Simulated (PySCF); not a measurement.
The second ionisation energy along the alkaline earths

All values are computed (PySCF 2.14, energy differences of UHF-based or UKS calculations, no spin-orbit coupling). Values in eV. The last column holds reference values (NIST; (s) semi-empirical, (t) theoretical, else measured). Unmarked ones compare directly (S terms, centres of terms, or small fine structure); those marked * lie between the lowest fine-structure levels and include a spin-orbit shift.

```tsv
element	configurations	UHF	PBE	r2SCAN	MP2 (valence and next inner shell)	SCS-MP2 (valence and next inner shell)	CCSD (valence and next inner shell)	reference
Be (def2-TZVPPD, non-relativistic)	[He] 2s1 → 1s2	18.122	18.478	18.171	18.156	18.149	18.159	18.211
Mg (def2-TZVPPD, non-relativistic)	[Ne] 3s1 → [Ne]	14.712	15.306	15.004	14.873	14.837	14.875	15.035
Ca (def2-TZVPPD, non-relativistic)	[Ar] 4s1 → [Ar]	11.315	11.974	11.671	11.712	11.634	n/a	11.872
Sr (def2-TZVPPD with the def2 core potential (28 electrons), ECP)	[Kr] 5s1 → [Kr]	10.442	11.171	10.866	10.915	10.820	10.876	11.030
Ba (def2-TZVPPD with the def2 core potential (46 electrons), ECP)	[Xe] 6s1 → [Xe]	9.345	10.089	9.785	9.677	9.608	9.646	10.004
```

```json
{"method": "UHF", "elements": "5", "mean error (eV)": "-0.443", "mean absolute error (eV)": "0.443", "largest error (eV)": "-0.659"}
{"method": "PBE", "elements": "5", "mean error (eV)": "0.173", "mean absolute error (eV)": "0.173", "largest error (eV)": "0.271"}
{"method": "r2SCAN", "elements": "5", "mean error (eV)": "-0.131", "mean absolute error (eV)": "0.131", "largest error (eV)": "-0.218"}
{"method": "MP2 (valence and next inner shell)", "elements": "5", "mean error (eV)": "-0.164", "mean absolute error (eV)": "0.164", "largest error (eV)": "-0.326"}
{"method": "SCS-MP2 (valence and next inner shell)", "elements": "5", "mean error (eV)": "-0.221", "mean absolute error (eV)": "0.221", "largest error (eV)": "-0.396"}
{"method": "CCSD (valence and next inner shell)", "elements": "4", "mean error (eV)": "-0.181", "mean absolute error (eV)": "0.181", "largest error (eV)": "-0.358"}
```

Errors include the incompleteness of the basis and the frozen core.

"Valence" correlates the outer s and p shells and, in groups 3 to 12 and the f block, the outer d or f shell, open or full, or the next shell where the ion has no valence electron left; the wider scheme adds the next inner shell.
